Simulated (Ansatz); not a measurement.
One geometry of the cluster V2O⁺, several levels of theory.

```yaml
crystal:
  periodic: [false, false, false]
  atoms:
    - {symbol: V, position_ang: [2.013708, 0.028210, -1.821379]}
    - {symbol: V, position_ang: [0.385164, 0.015265, -0.290509]}
    - {symbol: O, position_ang: [2.057328, 0.342825, -0.019613]}
basis:
  gaussian: {orbitals: def2-TZVP, initial_orbitals: start.molden}
total_charge: 1
magnetization: {spin_polarized: true, initial_magnetization: 1}
hamiltonian: {xc: {name: wB97X-V}}
scf: {omitted_lower_state_checks: [starts]}
output: {orbitals: {seedname: orbitals}}
```

The file start.molden holds the orbitals of an earlier run on this structure, at another level or in another basis.

```sh
$ ansatz run in.yaml --threads 4 --pin off --events-out ev --progress --plain --max-ram 3916MiB
```

Shortened log:

```
Functional definition: wB97X-V
1075 factors; their error is unknown
177 factors; integrals over basis functions are off by at most 7.2e-5 eV
mean field evaluation 1: about -53406.5022 eV, gradient 4.1e0 eV
mean field evaluation 2: about -53406.5694 eV, gradient 1.5e-1 eV
mean field evaluation 4: about -53406.6756 eV, gradient 3.9e-2 eV
mean field evaluation 8: about -53406.6756 eV, gradient 2.4e-5 eV
mean field -53406.67562030 eV, -1962.6591287013 hartree, gradient 9.5e-6 eV, S^2 3.064427; 0 other end points of the search recorded, 0 dependent functions left out
reference -53406.67562082 eV, -1962.6591287201 hartree; 27, 26 occupied and 94, 95 virtual orbitals, 1075 factors
Total energy: -53406.67562082 eV, -1962.6591287201 hartree
Checks for a lower state left out: starts
```

Run time 25 s (4 threads of Arm Neoverse V2 on a shared host), peak host memory 0.69 GiB.

As the first input, with `gaussian: {orbitals: def2-SVP, initial_orbitals: start.molden}`, `hamiltonian: {xc: pbe0, dispersion: d4}` (abridged; 2.8 s):

```
Functional definition: PBE0
mean field evaluation 16: about -53392.3312 eV, gradient 2.7e-6 eV
mean field -53392.33118308 eV, -1962.1319803564 hartree, gradient 2.7e-6 eV, S^2 3.027080
Total energy: -53392.38609401 eV, -1962.1339982958 hartree
Checks for a lower state left out: starts
```

First input, but with `hamiltonian: {xc: {name: B3LYP}, dispersion: d4}` (abridged; 6.5 s):

```
Functional definition: B3LYP
mean field -53416.07243202 eV, -1963.0044551625 hartree, gradient 6.0e-6 eV, S^2 2.861843
Total energy: -53416.18294499 eV, -1963.0085164391 hartree
Checks for a lower state left out: starts
```

As the first input, with `hamiltonian: {xc: {text: "exchange = 0.95*pbe_x + 0.05*exact_x\ncorrelation = pbe_c"}}` (abridged; 3.5 s):

```
Functional definition: unnamed
mean field evaluation 16: about -53401.5318 eV, gradient 6.7e-6 eV
mean field -53401.53176148 eV, -1962.4700953760 hartree, gradient 6.7e-6 eV, S^2 2.565779
Total energy: -53401.53180784 eV, -1962.4700970798 hartree
Checks for a lower state left out: starts
```

The first input with `hamiltonian: {xc: {text: "exchange = 0.50*pbe_x + 0.50*exact_x\ncorrelation = pbe_c"}}` (abridged; 5 s):

```
Functional definition: unnamed
mean field evaluation 16: about -53402.5669 eV, gradient 6.7e-6 eV
mean field -53402.56692594 eV, -1962.5081369684 hartree, gradient 6.7e-6 eV, S^2 3.353619
Total energy: -53402.56695302 eV, -1962.5081379635 hartree
Checks for a lower state left out: starts
```

As the first input, with `correlation: {method: mp2}` and without the key `hamiltonian` (abridged; 3 s):

```
Functional definition: HF
mean field -53346.67011272 eV, -1960.4539669708 hartree, gradient 2.6e-6 eV, S^2 3.633728
11 core orbitals not correlated: weight in the atoms' cores, before any rotation towards them, 1.000 or more for the frozen orbitals, at most 0.000 for the correlated occupied ones
second order -23.33040181 eV of doubles, -0.00000000 eV of singles
Total energy: -53370.00051453 eV, -1961.3113434234 hartree
Checks for a lower state left out: starts
```

As the first input, with `hamiltonian: {xc: {name: B2PLYP}}` and without the key `output` (abridged; 5.5 s):

```
Functional definition: B2PLYP
mean field -53394.95605768 eV, -1962.2284427187 hartree, gradient 8.0e-6 eV, S^2 3.372152
11 core orbitals not correlated: weight in the atoms' cores, before any rotation towards them, 1.000 or more for the frozen orbitals, at most 0.000 for the correlated occupied ones
second order -30.97316369 eV of doubles, -0.00000000 eV of singles
Total energy: -53403.31895171 eV, -1962.5357734057 hartree
Checks for a lower state left out: starts
```

Geometry: PBE-D4/def2-TZVP.

B3LYP takes the VWN-RPA correlation. Correlated methods freeze 11 core orbitals; core or outer-core shells of V are correlated, in sets that lack core-valence functions. At ωB97X-V/def2-TZVP, PBE0-D4/def2-SVP, B3LYP-D4/def2-TZVP, PBE with 5 % exact exchange/def2-TZVP and others the charge 1 doublet is spin-contaminated (final ⟨S²⟩ up to 3.63, 0.75 for a pure state). The geometry of the doublet was relaxed on an unsound state (⟨S²⟩ 2.38, where a pure state has 0.75). The structure comes from a short search, and lower isomers may exist.
